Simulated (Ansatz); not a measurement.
One change: `O[SiH2]O[SiH](Cl)Cl` becomes `[SiH3]O[SiH](Cl)Cl`.

Ansatz, PBE0-D4/def2-TZVP geometries, multiplicity 1. Each molecule was computed in one conformer, which needn't be the lowest.

| property | `O[SiH2]O[SiH](Cl)Cl` |
| --- | --- |
| HOMO–LUMO gap (B3LYP/def2-TZVPP) / eV | 8.95 |
| HOMO–LUMO gap (PBE/def2-TZVPP) / eV | 7.04 |
| size of the dipole moment (ωB97M-V/def2-TZVPP) / D | 0.36 |
| LUMO energy (B3LYP/def2-TZVPP) / eV | 0.05 |
| LUMO energy (ωB97M-V/def2-TZVPP) / eV | 1.97 |
| size of the dipole moment (PBE/def2-TZVPP) / D | 0.38 |

Task: What does the change do to each property? (Best estimate.)

Result: Ansatz gave: 
```tsv
property	`[SiH3]O[SiH](Cl)Cl`	shift
HOMO–LUMO gap (B3LYP/def2-TZVPP) / eV	8.60	-0.35
HOMO–LUMO gap (PBE/def2-TZVPP) / eV	6.74	-0.30
size of the dipole moment (ωB97M-V/def2-TZVPP) / D	1.14	0.78
LUMO energy (B3LYP/def2-TZVPP) / eV	-0.31	-0.36
LUMO energy (ωB97M-V/def2-TZVPP) / eV	1.62	-0.35
size of the dipole moment (PBE/def2-TZVPP) / D	1.11	0.73
```

With PBE0 the HOMO falls by 0.08 eV and the LUMO falls by 0.43 eV, so the gap narrows by about 0.35 eV. PBE moves the HOMO by -0.11 eV and ωB97M-V by -0.07 eV. Dipoles are sizes alone; their direction can turn.

B3LYP here is the variant with VWN-RPA as its local correlation; programs differ in this.
